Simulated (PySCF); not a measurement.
## Electron correlation in I⁺ (iodine, charge +1)

[Kr] 4d10 5s2 5p4, high-spin 3P determinant. All numbers are calculated (PySCF 2.14, scalar relativity through the core potential, in def2-TZVPPD with the def2 core potential (28 electrons) (7s6p4d2f, 59 functions)). Frozen: nothing; 24 electrons correlated.

| level | correlation energy (mhartree) |
| --- | --- |
| CCSD | -501.75 |
| (T) | -8.96 |
| CCSD(T) | -510.71 |

Diagnostics: T1 = 0.0061, D1 = 0.0332, largest double amplitude 0.029.

Cost of the coupled-cluster step: about 26 core-seconds, for 24 correlated electrons.

The basis has no tight functions for the innermost shells, so their pair energies are far from complete.

This basis was not built for core-valence correlation, so the inner-shell part is incomplete.
